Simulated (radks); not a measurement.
Tc+, 42 electrons, occupied as [Kr] 4d5 5s1. Calculated with a radial shooting solver on a logarithmic mesh with Libxc functionals: Dirac Kohn-Sham, LDA (Slater exchange, Perdew-Zunger correlation), spin-unpolarised, spherical densities, finite nucleus; open shells fill j = l - 1/2 first; Fermi nuclear charge, rms radius 4.4112 fm.

Unscreened Slater integrals over Kohn-Sham orbitals (hartree). Large and small components are both included.

\begin{tabular}{lr}
integral & value \\ \hline
F0(5s1/2,5s1/2) & 0.29944 \\
F0(5s1/2,4d5/2) & 0.35778 \\
G2(5s1/2,4d5/2) & 0.075980 \\
F0(5s1/2,4d3/2) & 0.35853 \\
G2(5s1/2,4d3/2) & 0.074213 \\
F0(5s1/2,4p3/2) & 0.37627 \\
G1(5s1/2,4p3/2) & 0.025979 \\
F0(4d5/2,4d5/2) & 0.54046 \\
F2(4d5/2,4d5/2) & 0.26527 \\
F4(4d5/2,4d5/2) & 0.17155 \\
F0(4d5/2,4d3/2) & 0.54349 \\
F2(4d5/2,4d3/2) & 0.26680 \\
G2(4d5/2,4d3/2) & 0.26671 \\
G4(4d5/2,4d3/2) & 0.17252 \\
F0(4d5/2,4p3/2) & 0.62536 \\
F2(4d5/2,4p3/2) & 0.29835 \\
G1(4d5/2,4p3/2) & 0.36934 \\
G3(4d5/2,4p3/2) & 0.22384 \\
F0(4d3/2,4d3/2) & 0.54658 \\
F2(4d3/2,4d3/2) & 0.26840 \\
F0(4d3/2,4p3/2) & 0.63000 \\
F2(4d3/2,4p3/2) & 0.30188 \\
G1(4d3/2,4p3/2) & 0.37494 \\
G3(4d3/2,4p3/2) & 0.22732 \\
F0(4p3/2,4p3/2) & 0.76186 \\
F2(4p3/2,4p3/2) & 0.39869 \\
\end{tabular}
